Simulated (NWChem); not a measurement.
**Correlation energy of H₄AlClS**

```xyz
7

Al    -0.6841    -0.7218    -0.4927
H     -0.3535    -2.2247    -0.1231
H     -2.1562    -0.1612    -0.6455
Cl     0.8462     0.3450    -1.5603
S     -0.2453     0.2650     1.8937
H      1.0995     0.1024     1.8863
H     -0.1569     1.5620     1.5129
```
Charge 0, spin multiplicity 1.

Everything below was run with NWChem. Structure: optimised with B3LYP/def2-SVP, a minimum by its harmonic frequencies.

Basis set: 6-311G**. Each correlation energy counts from its own Hartree-Fock reference.

The correlated methods keep 15 core orbitals frozen. The Pople sets run with spherical d functions. The structure started from a generated list of species. Coupled-cluster values serve here as a point of comparison, not as the truth.

Q: For the correlation energy, CR-CCSD[T] gives -411.0 mHa and CCSD+T(CCSD) gives -413.1 mHa. What do CCSD, MP2, SCS-MP2 give?

A: CCSD: -403.2 mHa; MP2: -355.3 mHa; SCS-MP2: -360.5 mHa.
